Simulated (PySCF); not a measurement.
PySCF job for Al(H)(vinyl)(OMe) (C3H7AlO), SMILES [AlH]([O]C)[CH]=C, PBE/pcSseg-1. The structure is a stationary point at ωB97X-D3(BJ)/def2-SVP. The structure was generated by enumeration; whether it is a known compound was not checked. The values are those of a single conformer.

```python
import numpy as np
from pyscf import gto, scf, dft
from pyscf.prop.nmr import rks as nmr

mol = gto.M(
    atom='''
    Al   -0.42088193   -0.07749003   -0.00000000
    H    -2.00711619   -0.10847239    0.00000000
    C     0.59206498   -1.72619063    0.00000000
    C    -0.07236024   -2.89399728    0.00000000
    H     1.68968072   -1.77558471   -0.00000000
    H     0.43385246   -3.86919032   -0.00000001
    H    -1.17077227   -2.93672118    0.00000000
    O     0.39353892    1.41455280    0.00000000
    C     0.05769507    2.76957491   -0.00000000
    H     0.47498362    3.27299970   -0.89065461
    H     0.47498362    3.27299969    0.89065462
    H    -1.03685710    2.93859530   -0.00000001
    ''',
    basis='pcSseg-1',
    charge=0,
    spin=0,
    max_memory=1600,
    verbose=3,
)
mf = dft.RKS(mol, xc='pbe')
mf.grids.level = 3
mf.conv_tol = 1e-10
mf.max_cycle = 100
mf.kernel()
n = nmr.NMR(mf)
n.verbose = 2
n.max_cycle_cphf = 60
sigma = n.kernel()
print('atom   isotropic/ppm   span/ppm')
for i, s in enumerate(sigma):
    w = np.linalg.eigvalsh((s + s.T) / 2)
    print(f'{mol.atom_symbol(i):2s}{i + 1:3d} {w.mean():14.3f} {w[2] - w[0]:11.3f}')
```

It prints:

```
converged SCF energy = -435.780308258908
atom   isotropic/ppm   span/ppm
Al  1        377.615      82.387
H   2         26.527       7.466
C   3         32.218     254.532
C   4         26.378     267.649
H   5         24.728       5.944
H   6         24.236       6.376
H   7         24.680       7.563
O   8        236.248     273.873
C   9        122.562      85.560
H  10         27.041       9.961
H  11         27.041       9.961
H  12         26.862       9.079
```

The run converged.
